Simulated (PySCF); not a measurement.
**`[SiH3]c1ccnnn1`, C3H5N3Si**

Geometry:
```tsv
atom	x (Å)	y (Å)	z (Å)
Si1	2.119	0.085	0.015
C2	0.227	0.237	-0.005
C3	-0.670	-0.829	-0.049
C4	-2.014	-0.490	-0.030
N5	-2.398	0.780	0.021
N6	-1.515	1.720	0.053
N7	-0.248	1.484	0.044
H8	2.549	0.218	1.406
H9	2.659	1.130	-0.843
H10	2.433	-1.257	-0.486
H11	-0.332	-1.853	-0.098
H12	-2.808	-1.225	-0.055
```

Level of theory: PySCF, GIAO PBE/pcSseg-1 magnetisability, rotational g tensor and spin-rotation constants, non-relativistic, gas phase. Geometry: GFN2-xTB.

(1) What are the magnetisability and the molar susceptibility?

(2) Split it along the inertial axes a, b, c into diamagnetic and paramagnetic parts about the centre of mass, with the quadrupole moment.

(3) And the rotational g tensor?

## Answers

(1) Isotropic -833 × 10⁻³⁰ J/T², or -50.1 × 10⁻⁶ cm³/mol; principal values -1496, -535, -467 × 10⁻³⁰ J/T², anisotropy 996 × 10⁻³⁰ J/T² (root of half the summed squared differences of the principal values). The susceptibility is in cgs units.

(2) 
| axis | χ (10⁻⁶ cm³/mol) | diamagnetic (10⁻⁶ cm³/mol) | paramagnetic (10⁻⁶ cm³/mol) | summed x² of all electrons (Å²) | quadrupole Θ (D Å) |
| --- | --- | --- | --- | --- | --- |
| a | -29.9 | -295.7 | 265.8 | 185.2 | -2.14 |
| b | -30.4 | -841.2 | 810.7 | 56.6 | +0.13 |
| c | -90.1 | -1025.9 | 935.9 | 13.1 | +2.01 |

Anisotropies 2χaa − χbb − χcc = +60.6 and 2χbb − χaa − χcc = +59.1 × 10⁻⁶ cm³/mol. Θ is traceless in Buckingham's convention.

(3) 
| axis | rotational constant (GHz) | g | nuclear part | electronic part |
| --- | --- | --- | --- | --- |
| a | 6.0227 | -0.1619 | 0.5900 | -0.7520 |
| b | 1.5640 | -0.0427 | 0.5530 | -0.5957 |
| c | 1.2599 | +0.0003 | 0.5542 | -0.5539 |

Asymmetric top; isotopes 12C, 1H, 14N, 28Si; no vibrational averaging.
